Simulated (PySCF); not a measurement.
# BH + 2 HBr → BH₃ + Br₂

Level: B3LYP in the def2-TZVP basis family, all electrons, no relativity, computed in PySCF with density fitting; open shells unrestricted.

```tsv
species	state and structure	E (Eh)	ZPE (kJ/mol)	H(298 K) − H(0) (kJ/mol)	S° (J/(mol K))
BH	singlet, C∞v, B–H 1.233 Å	-25.29953	14.1	8.7	171.9
HBr	singlet, C∞v, H–Br 1.425 Å	-2574.78890	15.7	8.7	198.5
BH₃	singlet, D3h, B–H 1.189 Å (×3)	-26.62383	68.9	10.1	188.3
Br₂	singlet, D∞h, Br–Br 2.316 Å	-5148.35943	1.9	9.7	245.5
```

Task: What is the electronic reaction energy?

Result: At B3LYP/def2-TZVP, ΔE = -278.1 kJ/mol from the differences of the total energies times 2625.5, downhill. 

Task: Add zero-point, thermal and entropy terms for 298.15 K and 1 bar.

Result: ΔZPE = 25.3 and Δ[H(298) − H(0)] = -6.3 kJ/mol give ΔH° = -259.1 kJ/mol. ΔS° = -135.1 J/(mol K), so ΔG° = -259.1 − 298.15 × (-0.1351) = -219 kJ/mol. ΔG° would change sign near 1920 K if ΔH° and ΔS° stayed fixed.

Only the bonding shown was studied: isomers, or loss of a ligand pair, can lie lower.
